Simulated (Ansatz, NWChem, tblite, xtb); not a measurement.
## CH5FGe (SMILES [CH3][GeH2][F]): methods side by side

The species is CH5FGe (8 atoms), meant as a singlet with charge 0. SMILES: `[CH3][GeH2][F]`. Geometry: relaxed at PBE0-D4/def2-TZVP.

Each level gives the dipole moment (D). The values are calculated.

| level | kind | program | value (D) |
| --- | --- | --- | --- |
| IPEA1-xTB | semi-empirical | tblite | 3.94 |
| GFN2-xTB | semi-empirical | xtb | 2.94 |
| GFN1-xTB | semi-empirical | tblite | 2.92 |
| GFN0-xTB | semi-empirical | xtb | 3.18 |
| HF/STO-3G | Hartree–Fock | NWChem | 1.48 |
| HF/3-21G | Hartree–Fock | NWChem | 2.73 |
| PBEsol/cc-pVDZ-DK (sfX2C) | GGA | Ansatz | 2.35 |
| PBEsol/x2c-TZVPall (sfX2C) | GGA | Ansatz | 2.40 |
| PBEsol/ANO-RCC-VTZP (sfX2C) | GGA | Ansatz | 2.56 |
| PBEsol/cc-pVTZ-DK (sfX2C) | GGA | Ansatz | 2.37 |

All-electron rows without a relativistic Hamiltonian named are non-relativistic. The values span 1.48 to 3.94 D. Magnitudes only. Sets without polarisation functions give poor dipoles.
